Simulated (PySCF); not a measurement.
Sn(H)3(NH2), H5NSn, SMILES [SnH3][NH2], PBE0/def2-SVP optimised geometry.

```
7

Sn    -0.07    -1.24     0.00
N     -0.63     0.73     0.00
H     -0.70    -1.90     1.45
H      1.64    -1.24     0.00
H     -0.65    -2.14    -1.35
H     -1.64     0.85     0.02
H     -0.29     1.24    -0.82
```

Density from PBE0/def2-TZVP, def2 effective core potentials past Kr run with PySCF at that geometry. The core electrons that the potentials of Sn replace are not part of the density.

Minimum of the electron density along straight lines between bonded atoms, close to the bond critical point (lines longer than 1.1 times the sum of covalent radii, or with two minima, are not listed):

```json
[
 {"bond": "Sn1–N2", "length / Å": "2.049", "ρ at the minimum / e bohr⁻³": "0.114", "∇²ρ there / e bohr⁻⁵": "0.30", "position (fraction from the first atom)": "0.51"},
 {"bond": "Sn1–H3", "length / Å": "1.712", "ρ at the minimum / e bohr⁻³": "0.114", "∇²ρ there / e bohr⁻⁵": "0.07", "position (fraction from the first atom)": "0.63"},
 {"bond": "Sn1–H4", "length / Å": "1.712", "ρ at the minimum / e bohr⁻³": "0.114", "∇²ρ there / e bohr⁻⁵": "0.07", "position (fraction from the first atom)": "0.63"},
 {"bond": "Sn1–H5", "length / Å": "1.725", "ρ at the minimum / e bohr⁻³": "0.111", "∇²ρ there / e bohr⁻⁵": "0.07", "position (fraction from the first atom)": "0.63"},
 {"bond": "N2–H6", "length / Å": "1.019", "ρ at the minimum / e bohr⁻³": "0.329", "∇²ρ there / e bohr⁻⁵": "-1.53", "position (fraction from the first atom)": "0.73"},
 {"bond": "N2–H7", "length / Å": "1.019", "ρ at the minimum / e bohr⁻³": "0.329", "∇²ρ there / e bohr⁻⁵": "-1.53", "position (fraction from the first atom)": "0.73"}
]
```
